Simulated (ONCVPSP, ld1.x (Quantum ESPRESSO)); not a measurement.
# Potentials for arsenic (As) compared

Generated with ld1.x 7.5 (TM, RRKJ, ultrasoft, PAW), atompaw 4.2 or ONCVPSP 4.0.1. The cutoff is in Ry: for ld1.x and atompaw files where the sum of valence levels is converged to 10 mRy in a Bessel basis, for ONCV files where the hardest occupied wave has 1 mHa per electron of residual kinetic energy. The error is the largest all-electron minus pseudo excitation energy over each file’s own four to seven test configurations (ionisations up to +4, promotions, holes and added fractions of an electron), all of which were solved. The labels leave out finer settings (local radius, basis sizes, second energies), which also bear on the numbers. Spin-polarised tests are not counted. The rows are a selection from randomly drawn settings: files with unsolved tests, undetermined cutoffs or missed reference levels are left out.

A true bound ghost makes a file unfit for plane-wave use even where its test errors are small: the radial tests pick states by their node count and pass the ghost by.

```tsv
potential	cutoff (Ry)	largest error (meV)	bound ghosts
TM semilocal, PBE, scalar-relativistic, rc 1.50/1.80/1.75 (spd), local d, core correction yes, reference 4s2 4p3	35	-340	none
ONCV, PBE, scalar-relativistic, rc 1.45/1.60/1.15 (spd), local smoothed, core correction no, reference 3d10 4s2 4p3, qcut 4.4/6.2/14.6, projectors 2/1/2	178	+14	s
TM, PBE, fully relativistic, rc 1.15/1.50/1.50 (spd), local d, core correction yes, reference 4s2 4p3	70	-53	p3/2, p1/2
TM, PW91, non-relativistic, rc 1.65/2.20/2.20 (spd), local s, core correction yes, reference 4s2 4p3	30	-84	p
```

(1) Fill in the row for As: ONCV, PBE, scalar-relativistic, rc 0.80/0.95/1.05 (spd), local smoothed, core correction yes, reference 3s2 3p6 3d10 4s2 4p3, qcut 14.2/14.6/11.8, projectors 2/2/2.

Results:

(1) cutoff 250 Ry, largest error -252 meV, bound ghosts: none.
